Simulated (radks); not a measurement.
Spherical quantum dot in the effective-mass picture: electrons in a hard-walled sphere of radius 2.01, all in effective atomic units (hartree* = m*/eps^2 hartree, bohr* = eps/m* bohr), one dielectric constant everywhere. Calculated with a radial shooting solver with Libxc functionals: non-relativistic Kohn-Sham, LDA (Slater exchange, Perdew-Wang correlation), spin-polarised, spherical densities. Levels are named by radial order and angular momentum (1s, 1p, 1d, 2s, ...), and open shells are averaged over m. Results are scaled to m* = 0.172 and eps = 12.4, for which hartree* = 30.44 meV and bohr* = 3.815 nm.

N = 10, configuration 1s2 1p6 1d(up 2, down 0). This is the lowest configuration that the search found. Occupied and some empty levels:

| level | occupation | eigenvalue (meV) | <r> (nm) |
|---|---|---|---|
| 1s up | 1 | 240.57 | 4.401 |
| 1s down | 1 | 242.81 | 4.383 |
| 1p up | 3 | 269.56 | 4.871 |
| 1p down | 3 | 272.08 | 4.864 |
| 1d up | 2 | 311.80 | 5.183 |
| 1d down | 0 | 314.45 | 5.181 |
| 2s up | 0 | 354.90 | 3.637 |
| 2s down | 0 | 356.28 | 3.644 |
| 1f up | 0 | 365.54 | 5.413 |
| 1f down | 0 | 368.24 | 5.413 |
| 2p up | 0 | 427.18 | 4.077 |
| 2p down | 0 | 428.82 | 4.076 |

Energy (meV): total 1706.11, kinetic 812.46, external 0, Hartree 1085.8, exchange-correlation -192.14.
